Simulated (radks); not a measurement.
Hg3+, 77 electrons, occupied as [Xe] 4f14 5d9. Calculated with a radial shooting solver on a logarithmic mesh with Libxc functionals: Dirac Kohn-Sham, LDA (Slater exchange, Perdew-Wang correlation), spin-unpolarised, spherical densities, finite nucleus; open shells fill j = l - 1/2 first; Fermi nuclear charge, rms radius 5.4648 fm.

Radial electron density D(r) = 4 pi r^2 rho(r):

```
   r/bohr * D(r) (the largest magnitude, 149, reaches the edge; | marks zero)
 0.002991 |                 *
 0.003427 |                    *
 0.003957 |                       *
  0.00457 |                           *
 0.005236 |                              *
 0.006047 |                                  *
 0.006984 |                                     *
 0.008066 |                                       *
 0.009241 |                                         *
  0.01067 |                                          *
  0.01232 |                                          *
  0.01412 |                                         *
  0.01631 |                                       *
  0.01883 |                                      *
  0.02158 |                                     *
  0.02492 |                                      *
  0.02878 |                                        *
  0.03324 |                                            *
  0.03808 |                                                *
  0.04397 |                                                    *
  0.05079 |                                                      *
  0.05818 |                                                     *
   0.0672 |                                                 *
   0.0776 |                                             *
  0.08891 |                                          *
   0.1027 |                                            *
   0.1186 |                                               *
   0.1369 |                                                  *
   0.1569 |                                                 *
   0.1812 |                                           *
   0.2093 |                                  *
   0.2398 |                             *
   0.2769 |                            *
   0.3198 |                               *
   0.3664 |                                 *
   0.4231 |                              *
   0.4886 |                        *
   0.5643 |                 *
   0.6465 |            *
   0.7467 |         *
   0.8623 |        *
   0.9879 |       *
    1.141 |     *
    1.318 |    *
     1.51 |  *
    1.743 | *
    2.013 |*
    2.325 |*
    2.664 *
    3.077 *
    3.553 *
    4.071 *
    4.701 *
```

D(r) has 4 maxima, at r = 0.0112, 0.0512, 0.141, 0.366 bohr, and minima at 0.0219, 0.0911, 0.260 bohr, inside which lie 2.02, 11.04, 29.98 electrons.
